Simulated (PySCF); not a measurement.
Molfile (atoms numbered from 1):
```
C7H8
     RDKit          3D

 15 15  0  0  0  0  0  0  0  0999 V2000
    2.1959   -0.2589   -0.0932 C   0  0  0  0  0  0  0  0  0  0  0  0
    0.7090   -0.0753   -0.0396 C   0  0  0  0  0  0  0  0  0  0  0  0
   -0.1324   -1.1820   -0.0157 C   0  0  0  0  0  0  0  0  0  0  0  0
   -1.5048   -1.0263    0.0470 C   0  0  0  0  0  0  0  0  0  0  0  0
   -2.0588    0.2422    0.0866 C   0  0  0  0  0  0  0  0  0  0  0  0
   -1.2308    1.3506    0.0639 C   0  0  0  0  0  0  0  0  0  0  0  0
    0.1428    1.1916    0.0007 C   0  0  0  0  0  0  0  0  0  0  0  0
    2.5643   -0.6146    0.8694 H   0  0  0  0  0  0  0  0  0  0  0  0
    2.4651   -0.9982   -0.8455 H   0  0  0  0  0  0  0  0  0  0  0  0
    2.6971    0.6775   -0.3258 H   0  0  0  0  0  0  0  0  0  0  0  0
    0.2959   -2.1742   -0.0475 H   0  0  0  0  0  0  0  0  0  0  0  0
   -2.1450   -1.8966    0.0653 H   0  0  0  0  0  0  0  0  0  0  0  0
   -3.1308    0.3652    0.1353 H   0  0  0  0  0  0  0  0  0  0  0  0
   -1.6547    2.3439    0.0948 H   0  0  0  0  0  0  0  0  0  0  0  0
    0.7827    2.0630   -0.0176 H   0  0  0  0  0  0  0  0  0  0  0  0
  1  2  1  0
  2  3  2  0
  3  4  1  0
  4  5  2  0
  5  6  1  0
  6  7  2  0
  7  2  1  0
  1  8  1  0
  1  9  1  0
  1 10  1  0
  3 11  1  0
  4 12  1  0
  5 13  1  0
  6 14  1  0
  7 15  1  0
M  END
```

Calculated, not measured (PySCF): geometry: GFN2-xTB, NMR shieldings at PBE0/pcSseg-1/GIAO. One averaged value for each set of equivalent atoms, one computed conformer, no relativistic terms, isolated molecule.

Task: List the cross peaks expected in HSQC, COSY and HMBC spectra.

Result: 

HSQC (one-bond C–H):
```csv
δH,δC
7.56 (H12/H14),134.0 (C4/C6)
7.49 (H11/H15),134.3 (C3/C7)
7.43 (H13),130.7 (C5)
2.51 (H8/H9/H10),24.3 (C1)
```

COSY cross peaks (H two or three bonds apart, from the bond graph; peaks can be absent where the dihedral angle is near 90°):
```csv
δH,δH
7.56 (H12/H14),7.49 (H11/H15)
7.56 (H12/H14),7.43 (H13)
```

HMBC (two and three bonds, from the bond graph):
```csv
δH,δC
7.56 (H12/H14),"143.4 (C2), 134.3 (C3/C7), 134.0 (C4/C6), 130.7 (C5)"
7.49 (H11/H15),"143.4 (C2), 134.3 (C3/C7), 134.0 (C4/C6), 130.7 (C5), 24.3 (C1)"
7.43 (H13),"134.3 (C3/C7), 134.0 (C4/C6)"
2.51 (H8/H9/H10),"143.4 (C2), 134.3 (C3/C7)"
```

δ = σ(ref) − σ, references computed at the same level: ¹H, ¹³C vs TMS.

Short H···H contacts in this conformer between protons four or more bonds apart (candidates for NOE cross peaks, intensity ∝ r⁻⁶): H10···H15 2.38 Å.

Shifts are as computed. Against solution values, carbons near 30 ppm lie about +3 ppm off and those near 130 ppm about +5 ppm. Of 1211 compounds with measured shifts, 218 miss one by over three times the rms of a fit or turn the order of signals round; such compounds aren't used in these exercises.
